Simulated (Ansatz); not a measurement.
Start from `F[C](F)(F)[SnH3]` and change one atom or group to get `FBOC(F)(F)F`.

Ansatz, PBE0-D4/def2-TZVP geometries, multiplicity 1. Each molecule was computed in one conformer, which needn't be the lowest.

Elements past krypton have def2 core potentials.

```csv
property,`F[C](F)(F)[SnH3]`
size of the dipole moment (PBE/def2-TZVPP) / D,2.04
size of the dipole moment (ωB97M-V/def2-TZVPP) / D,2.43
LUMO energy (B3LYP/def2-TZVPP) / eV,-0.56
HOMO–LUMO gap (ωB97M-V/def2-TZVPP) / eV,12.19
LUMO energy (PBE0/def2-TZVPP) / eV,-0.29
HOMO–LUMO gap (PBE0/def2-TZVPP) / eV,8.57
```

Give the same properties after the change, and the shifts. (Estimate.)

The calculation gave: 
```json
{"property": "size of the dipole moment (PBE/def2-TZVPP) / D", "`FBOC(F)(F)F`": "0.69", "shift": "-1.35"}
{"property": "size of the dipole moment (ωB97M-V/def2-TZVPP) / D", "`FBOC(F)(F)F`": "0.80", "shift": "-1.63"}
{"property": "LUMO energy (B3LYP/def2-TZVPP) / eV", "`FBOC(F)(F)F`": "-0.87", "shift": "-0.31"}
{"property": "HOMO–LUMO gap (ωB97M-V/def2-TZVPP) / eV", "`FBOC(F)(F)F`": "14.62", "shift": "2.43"}
{"property": "LUMO energy (PBE0/def2-TZVPP) / eV", "`FBOC(F)(F)F`": "-0.58", "shift": "-0.29"}
{"property": "HOMO–LUMO gap (PBE0/def2-TZVPP) / eV", "`FBOC(F)(F)F`": "10.22", "shift": "1.65"}
```

With PBE0 the HOMO falls by 1.95 eV and the LUMO falls by 0.29 eV, so the gap widens by about 1.66 eV. PBE moves the HOMO by -1.62 eV and ωB97M-V by -2.13 eV. Dipoles are sizes alone; their direction can turn.

B3LYP here is the variant with VWN-RPA as its local correlation; programs differ in this.
